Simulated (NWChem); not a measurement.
# CH$_{6}$OSi$_{2}$; SMILES O1C[SiH2][SiH2]1

```xyz
10

C      1.3614     0.4903     0.0000
O      1.0611    -0.9361     0.0000
Si    -0.6249    -1.0759     0.0000
Si    -0.4309     1.2508     0.0000
H      1.9585     0.7348     0.8864
H      1.9585     0.7348    -0.8864
H     -1.1507    -1.7889    -1.2000
H     -1.1507    -1.7889     1.2000
H     -0.7847     2.0477     1.2085
H     -0.7847     2.0477    -1.2085
```
Atoms are numbered in this order, from 1.

Computed with NWChem. Pople sets run with spherical d functions. Coordinates come from a B3LYP/6-31G* (spherical d) optimisation. Static field.

| level | isotropic polarisability (bohr³) | anisotropy (bohr³) |
|---|---|---|
| PBE/6-31+G* | (withheld) | (withheld) |
| B3LYP/6-31+G* | 65.7 | 19.9 |
| Hartree-Fock/6-31+G* | 60.2 | 16.8 |
| BHandHLYP/6-31+G* | 63.0 | 18.5 |

Task: Some entries are withheld; supply them.

Result: 
- PBE/6-31+G*, isotropic polarisability (bohr³): 68.1
- PBE/6-31+G*, anisotropy (bohr³): 21.1
